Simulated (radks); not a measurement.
Q: These are the eigenvalues of the occupied orbitals of an atom or ion with whole-number occupations (hartree). All-electron calculation, Dirac Kohn-Sham, exchange-only LDA, spin-unpolarised, spherical densities, finite nucleus; Fermi nuclear charge, rms radius of each element as measured or else 0.836 A^(1/3) + 0.57 fm. Program: a radial shooting solver on a logarithmic mesh with Libxc functionals.

1s1/2: -2469.900
2s1/2: -424.5447
2p1/2: -405.9812
2p3/2: -359.3581
3s1/2: -97.61271
3p1/2: -89.32215
3p3/2: -79.28880
3d3/2: -65.20345
3d5/2: -63.01605
4s1/2: -20.27143
4p1/2: -16.85127
4p3/2: -14.53243
4d3/2: -8.89314
4d5/2: -8.46713
5s1/2: -3.18717
5p1/2: -2.19398
5p3/2: -1.87041
4f5/2: -1.45368
4f7/2: -1.38082
5d3/2: -0.64365

Which element is it, and in what charge state? The configuration may be excited. Open shells, if any, fill j = l - 1/2 first.

A: Z = 73, tantalum, charge +2: Ta2+ in [Xe] 4f14 5d3. The list shows which subshells hold electrons but not how many an open one holds; the 1s level, -2469.9 hartree, gives Z - s = 70.3 by -(Z - s)^2/2, which with screening and relativity narrows Z to a few neighbours, and the depths of the outer levels then fix element, charge and occupations together.
